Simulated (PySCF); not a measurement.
Compound: C₅H₁₀OSi.
Numbering: `[SiH3:1][O:2]/[CH:3]=[CH:4]\[CH:5]1[CH2:6][CH2:7]1` (hydrogens: H8, H9, H10 on Si1; H11 on C3; H12 on C4; H13 on C5; H14, H15 on C6; H16, H17 on C7)

The same species was optimised twice, with GFN2-xTB and with PBE0-D3(BJ)/def2-SVP (PySCF), and the same property calculations (PySCF, gas phase) were run on both structures.

```tsv
coordinate	GFN2-xTB	PBE0-D3(BJ)/def2-SVP	change
Si1–O2 (Å)	1.623	1.674	+0.051
C3=C4 (Å)	1.329	1.337	+0.008
O2–C3 (Å)	1.352	1.358	+0.006
C5–C6 (Å)	1.506	1.509	+0.003
C4–C5 (Å)	1.470	1.472	+0.002
C5–C7 (Å)	1.506	1.509	+0.003
C6–C7 (Å)	1.493	1.494	+0.001
Si1–O2–C3 (°)	132.8	125.8	-7.0
C3–C4–C5 (°)	124.2	124.9	+0.7
C4–C5–C7 (°)	119.5	120.1	+0.6
C4–C5–C6 (°)	119.5	120.0	+0.5
C6–C5–C7 (°)	59.4	59.3	-0.1
C5–C7–C6 (°)	60.3	60.3	0.0
O2–C3–C4 (°)	122.6	122.6	0.0
C5–C6–C7 (°)	60.3	60.3	0.0
Si1–O2–C3–C4 (°)	164	161	-3
C3–C4–C5–C6 (°)	-146	-146	0
```

Rotational constants: A = 7190, B = 842.3, C = 809.9 MHz (GFN2-xTB) against A = 7415, B = 819.2, C = 792.8 MHz (PBE0-D3(BJ)/def2-SVP). Point groups within 0.08 Å: C1 and C1. Atoms that the bonding makes alike are paired by their places after alignment.

On the GFN2-xTB structure: HOMO (eV) -6.22 [PBE0/pcSseg-1]; LUMO (eV) 0.28 [PBE0/pcSseg-1]; dipole (D) 0.70 [PBE0/pcSseg-1]; GIAO shielding of Si1 (ppm) 386.5 [PBE0/pcSseg-1]; GIAO shielding of O2 (ppm) 255.1 [PBE0/pcSseg-1]; GIAO shielding of C3 (ppm) 42.8 [PBE0/pcSseg-1]; GIAO shielding of C4 (ppm) 62.2 [PBE0/pcSseg-1]; GIAO shielding of C5 (ppm) 176.4 [PBE0/pcSseg-1]; GIAO shielding of C6/C7 (mean) (ppm) 178.0 [PBE0/pcSseg-1].

**Question.** What do these properties become on the PBE0-D3(BJ)/def2-SVP structure?

**Answer.** 
| property | level | on GFN2-xTB | on PBE0-D3(BJ)/def2-SVP | change |
| --- | --- | --- | --- | --- |
| HOMO (eV) | PBE0/pcSseg-1 | -6.22 | -6.21 | +0.01 |
| LUMO (eV) | PBE0/pcSseg-1 | 0.28 | 0.28 | 0.00 |
| dipole (D) | PBE0/pcSseg-1 | 0.70 | 0.76 | +0.06 |
| energy, GFN2-xTB geometry as zero (kcal/mol) | PBE0/pcSseg-1 | 0.0 | -2.6 | -2.6 |
| GIAO shielding of Si1 (ppm) | PBE0/pcSseg-1 | 386.5 | 380.8 | -5.7 |
| GIAO shielding of O2 (ppm) | PBE0/pcSseg-1 | 255.1 | 248.1 | -7.0 |
| GIAO shielding of C3 (ppm) | PBE0/pcSseg-1 | 42.8 | 39.1 | -3.7 |
| GIAO shielding of C4 (ppm) | PBE0/pcSseg-1 | 62.2 | 60.9 | -1.3 |
| GIAO shielding of C5 (ppm) | PBE0/pcSseg-1 | 176.4 | 175.4 | -1.0 |
| GIAO shielding of C6/C7 (mean) (ppm) | PBE0/pcSseg-1 | 178.0 | 175.6 | -2.4 |

The heavy atoms differ by 0.060 Å rms after alignment (one structure mirrored). Among bonds between heavy atoms Si1–O2 changes most (+0.051 Å). Changes are differences of the printed values. Neither structure is proved a minimum here.

Conformer computed: `[SiH3:1][O:2]/[CH:3]=[CH:4]\[CH:5]1[CH2:6][CH2:7]1`: Si1–O2–C3–C4 161°, C3–C4–C5–C6 -146°.
